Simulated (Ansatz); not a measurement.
F₂HOSb, SMILES `[OH][Sb]([F])[F]`. Charge 0, multiplicity 1. Correlated methods include outer-core shells of Sb, which these sets cover unevenly. Sb takes the def2 core potential.

```xyz
5

O     0.574   -0.972    0.741
Sb   -0.627   -0.470   -0.671
F    -1.508    0.919    0.284
F     0.549    0.754   -1.526
H     1.012   -0.230    1.172
```

(1) Give the diagnostics of a CCSD(T)/def2-TZVPP run (frozen core, the Gaussian-basis code of Ansatz). (Best estimate.)

Results:

(1) Ansatz gave: T1 = 0.0150, largest single amplitude 0.034, largest double 0.045, (T) share of the correlation energy 3.1 %, 9 CCSD cycles. The RHF solution is stable towards an unrestricted one. T1 lies under the customary mark of 0.02 for closed shells.
